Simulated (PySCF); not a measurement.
Vertical excitations of a molecule C₃H₆BFO from TDA-PBE/def2-SVPD (PySCF), as energy in eV (oscillator strength): 6.03 (0.000), 6.71 (0.023), 6.96 (0.003), 6.96 (0.005), 7.13 (0.096), 7.32 (0.004), 7.48 (0.045), 7.56 (0.020), 7.58 (0.009), 7.68 (0.000). Lowest triplet (TDA): 5.57 eV. Geometry: B3LYP-D3(BJ)/def2-SVP. Other conformers were not sampled.

Question: Which molecule gave these data?
A) OB(F)C1CC1
B) C=C(C)B(O)F
C) O[C@H]1CCB1F
D) FCB1CCO1

Answer: D, FCB1CCO1
